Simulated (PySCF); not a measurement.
## ¹⁷O chemical shifts

PySCF calculation with geometry: GFN2-xTB and shielding tensors at PBE0/pcSseg-1 (GIAO); one computed conformer, non-relativistic, no solvent, one averaged value for each set of equivalent atoms.

Shieldings were converted by a linear fit to measured shifts: ¹⁷O: δ = 266.70 − 0.911σ (rms 10.7 ppm, 155 shifts, 12.2 ppm with the 3 outliers that the fit left out vs liquid water, solution or neat liquid). Occasional misses reach two or three times the rms, and more in compound classes unlike the fitted ones.

Question: Give the ¹⁷O shifts of `C#C/C(=C\O[SiH3])CCC`, `O=[S@@]1OC[C@H](CC(F)(F)F)O1`, `CC#CP1CCC(=O)CC1`.

Answer: 
| compound | environment | δ (ppm) |
| --- | --- | --- |
| C#C/C(=C\O[SiH3])CCC | oxygen bonded to C, Si | 52.4 |
| [O:1]=[S@@:2]1[O:3][CH2:4][C@H:5]([CH2:6][C:7]([F:8])([F:9])[F:10])[O:11]1 | O1: S=O oxygen | 230.3 |
| [O:1]=[S@@:2]1[O:3][CH2:4][C@H:5]([CH2:6][C:7]([F:8])([F:9])[F:10])[O:11]1 | O11: oxygen bonded to C, S, in a 5-membered ring | 173.5 |
| [O:1]=[S@@:2]1[O:3][CH2:4][C@H:5]([CH2:6][C:7]([F:8])([F:9])[F:10])[O:11]1 | O3: oxygen bonded to C, S, in a 5-membered ring | 154.2 |
| CC#CP1CCC(=O)CC1 | ketone oxygen | 585.2 |

Question: Match the shifts 575.4, 541.7, 482.0, 99.0, 37.5, -0.1 ppm to `CC#C[P@]1(=O)C(C)=C1CC`, `CCC1=C[SiH2]C=COC1`, `CC1=C[P@@](=O)(C2CC2)C=C1`, `O=C(Cl)/C=C(/F)Cl`, `CC(=O)c1cnn[nH]1`, `Cn1ncnc1C=O`.

Answer: 575.4: Cn1ncnc1C=O (aldehyde oxygen); 541.7: CC(=O)c1cnn[nH]1 (ketone oxygen); 482.0: O=C(Cl)/C=C(/F)Cl (carbonyl oxygen); 99.0: CCC1=C[SiH2]C=COC1 (ether oxygen); 37.5: CC#C[P@]1(=O)C(C)=C1CC (P=O oxygen); -0.1: CC1=C[P@@](=O)(C2CC2)C=C1 (P=O oxygen).
